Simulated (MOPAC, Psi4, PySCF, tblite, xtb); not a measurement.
Dimer CH3Cl ··· H4Si (SMILES CCl and [SiH4]) at R = 3.61 Å between the centres of mass, closest contact 2.85 Å (lowest of the rigid-body minima from ten starts at GFN2-xTB). Geometry in Å and degrees:

```
Cl
C 1 1.7944
H 2 1.0858 1 108.35
H 2 1.0858 3 110.57 1 118.60
H 2 1.0858 3 110.57 4 122.80
H 5 2.8544 2 124.76 3 124.94
Si 6 1.4803 5 101.80 2 -73.88
H 7 1.4803 6 109.47 5 -20.05
H 7 1.4803 8 109.47 6 120.00
H 7 1.4804 8 109.47 6 -120.00
```

Computed with: GFN2-xTB (tblite); SAPT0/jun-cc-pVDZ, frozen core (Psi4); revPBE/def2-TZVP, counterpoise-corrected (Psi4); revPBE-D3(BJ)/def2-TZVP, counterpoise-corrected (Psi4); PBE/def2-TZVP, counterpoise-corrected (Psi4); PBE-D3(BJ)/def2-TZVP, counterpoise-corrected (Psi4); wB97X-D/def2-TZVP, counterpoise-corrected (Psi4); HF/aug-cc-pVDZ, counterpoise-corrected (Psi4); MP2/aug-cc-pVDZ = DF-MP2/aug-cc-pVDZ, frozen core, counterpoise-corrected in Psi4; SCS-MP2/aug-cc-pVDZ = Psi4 1.11 with DF-SCS-MP2/aug-cc-pVDZ, frozen core, counterpoise-corrected; PM7, restricted, heats of formation (MOPAC); AM1, restricted, heats of formation (MOPAC); GFN1-xTB (xtb); RKS-B3LYP/6-31G* = restricted B3LYP/6-31G*, spherical d, no counterpoise correction (PySCF 2.14.0); RHF/3-21G = PySCF with restricted Hartree-Fock/3-21G, no counterpoise correction; RKS-B3LYP/LANL2DZ = restricted B3LYP/LANL2DZ, with its core potentials past Ne, no counterpoise correction (PySCF); RHF/STO-3G = restricted Hartree-Fock/STO-3G, no counterpoise correction (PySCF).

Task: What interaction energy does each level give?

Result: 
```
method                   E_int / kJ/mol
-----------------------  --------------
GFN1-xTB                         -19.05
PBE-D3(BJ)/def2-TZVP              -7.20
revPBE-D3(BJ)/def2-TZVP           -6.43
PM7                               -6.11
GFN2-xTB                          -6.01
wB97X-D/def2-TZVP                 -5.53
MP2/aug-cc-pVDZ                   -4.47
RHF/3-21G                         -3.37
SCS-MP2/aug-cc-pVDZ               -2.27
SAPT0/jun-cc-pVDZ                 -2.25
PBE/def2-TZVP                     -1.57
RKS-B3LYP/6-31G*                   1.51
AM1                                1.70
RKS-B3LYP/LANL2DZ                  2.51
RHF/STO-3G                         2.64
HF/aug-cc-pVDZ                     4.73
revPBE/def2-TZVP                   5.09
```
